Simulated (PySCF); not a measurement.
C₈H₁₆S.
Numbering: `[CH3:1][CH2:2][S:3][CH2:4][CH2:5][CH:6]1[CH2:7][CH2:8][CH2:9]1` (hydrogens: H10, H11, H12 on C1; H13, H14 on C2; H15, H16 on C4; H17, H18 on C5; H19 on C6; H20, H21 on C7; H22, H23 on C8; H24, H25 on C9)

Computed with PBE0-D3(BJ)/def2-SVP geometry optimisation, gas phase (PySCF 2.14.0).

Give the optimised bond lengths and angles.

```csv
bond,length (Å)
C1–C2,1.516
C2–S3,1.815
S3–C4,1.817
C4–C5,1.522
C5–C6,1.513
"C6–C7, C6–C9",1.543
"C7–C8, C8–C9",1.540
"C1–H10, C1–H11, C1–H12",1.101
"C2–H13, C2–H14",1.102
"C4–H15, C4–H16",1.102
"C5–H17, C5–H18",1.105
C6–H19,1.103
"C7–H20, C9–H24",1.103
"C7–H21, C9–H25",1.101
C8–H22,1.100
C8–H23,1.101
```

Bonds in one row agree within 0.01 Å and their mean is given. A selection of angles:
```csv
angle,degrees
C1–C2–S3,114.8
C2–S3–C4,101.7
S3–C4–C5,115.7
C4–C5–C6,114.0
C5–C6–C7,119.5
C7–C6–C9,88.3
C6–C7–C8,88.4
C7–C8–C9,88.5
```

Torsions: C1–C2–S3–C4 -63° (synclinal); C2–S3–C4–C5 -61° (synclinal); S3–C4–C5–C6 -58° (synclinal); C4–C5–C6–C7 -171° (antiperiplanar); C5–C6–C7–C8 142° (anticlinal); C6–C7–C8–C9 -19° (synperiplanar); C7–C8–C9–C6 19° (synperiplanar); C5–C6–C9–C8 -142° (anticlinal). The mirror-image conformer, all signs reversed, is as good.

The 4-membered ring C6–C7–C8–C9 has internal angles of 88.3° to 88.5°; it is puckered, 0.13 Å rms from its mean plane, widest ring torsion 19°. Of the pairs four or more bonds apart, S3···H19 is among the closest relative to their van der Waals radii: 2.85 Å, 95 % of the sum of Bondi's values. The C–C distances run from 1.513 Å (C5–C6, drawn single) to 1.544 Å (C6–C9, drawn single), a spread of 0.031 Å.

Point group: C1 (no symmetry element, even within 0.4 Å). Stationary, but not proved a minimum. One conformer, not necessarily the lowest.
